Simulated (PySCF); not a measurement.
A small calculation by hand: chemical shift, span and skew from a shielding tensor

Zn(Et)2 (C₄H₁₀Zn), SMILES C[CH2][Zn][CH2]C. Atoms are numbered in the order given.

```xyz
15

Zn     0.0000     0.0000     0.2616
C      1.9072     0.5007     0.2656
C      2.8031    -0.3182    -0.6746
H      2.2757     0.4208     1.3049
H      1.9752     1.5749     0.0130
H      2.4871    -0.2306    -1.7280
H      2.7893    -1.3934    -0.4272
H      3.8598     0.0036    -0.6325
C     -1.9072    -0.5007     0.2656
C     -2.8031     0.3182    -0.6746
H     -2.2757    -0.4208     1.3049
H     -1.9752    -1.5749     0.0130
H     -2.4871     0.2306    -1.7280
H     -2.7893     1.3934    -0.4272
H     -3.8598    -0.0036    -0.6325
```
Charge 0, spin multiplicity 1.

Geometry: B3LYP-D3(BJ)/def2-SVP. The isomer is the one that the SMILES or the coordinates give; other isomers of the formula were not compared. One conformer was computed; it need not be the lowest.

GIAO shieldings from KT2/pcSseg-1 (PySCF), non-relativistic, no solvent. The symmetric part of the tensor of C2 has the principal values 163.1, 169.6, 189.6 ppm. The same nucleus in TMS has σ = 185.1 ppm at this level (PySCF, at its B3LYP-D3(BJ)/def2-TZVP geometry).

**Question.** Work out the isotropic shielding, the ¹³C shift against TMS, the span and the skew.

**Answer.** 
σ(iso) = (σ11 + σ22 + σ33)/3 = 174.1 ppm. δ = σ(ref) − σ(iso) = 185.1 − (174.1) = 11.0 ppm.
Span Ω = σ33 − σ11 = 26.5 ppm. Skew κ = 3(σ(iso) − σ22)/Ω = 0.51. Tumbling in solution averages the tensor to δ; in a static solid the shielding alone would spread this spin-1/2 line over Ω.
